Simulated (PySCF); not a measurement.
Relaxation of singlet ISN

Level of theory: PySCF, PBE0, basis S def2-TZVP, N def2-TZVP, I def2-TZVP with ECP28 (scalar-relativistic core potentials, no spin–orbit coupling, density fitting). A (50,194) grid was used.

A start displaced from a saddle point along its imaginary mode, of Cs symmetry, held to at least that symmetry:

```xyz
3
charge 0 multiplicity 1, angstrom
S    -0.0015   -0.0797   -1.9370
N     0.0023    0.1200   -3.3818
I     0.0001    0.0068    0.8612
```

Optimiser trace:
```json
{"step": "0", "E − E(last) (kJ/mol)": "105.77", "largest gradient (Eh/bohr)": "0.01974"}
{"step": "1", "E − E(last) (kJ/mol)": "74.38", "largest gradient (Eh/bohr)": "0.02286"}
{"step": "2", "E − E(last) (kJ/mol)": "49.97", "largest gradient (Eh/bohr)": "0.07437"}
{"step": "3", "E − E(last) (kJ/mol)": "17.73", "largest gradient (Eh/bohr)": "0.04561"}
{"step": "4", "E − E(last) (kJ/mol)": "6.84", "largest gradient (Eh/bohr)": "0.04143"}
{"step": "5", "E − E(last) (kJ/mol)": "6.69", "largest gradient (Eh/bohr)": "0.03397"}
{"step": "6", "E − E(last) (kJ/mol)": "0.20", "largest gradient (Eh/bohr)": "0.00425"}
{"step": "7", "E − E(last) (kJ/mol)": "0.03", "largest gradient (Eh/bohr)": "0.00116"}
{"step": "8", "E − E(last) (kJ/mol)": "0.00", "largest gradient (Eh/bohr)": "0.00060"}
{"step": "9", "E − E(last) (kJ/mol)": "0.00", "largest gradient (Eh/bohr)": "0.00009"}
```

It ends at Cs with S–I 2.550 Å, S–N 1.451 Å; I–S–N 118.4°. A frequency run shows a minimum. Other isomers or separated fragments may lie lower.

The relaxation took of the order of 50 core-seconds on a shared host.
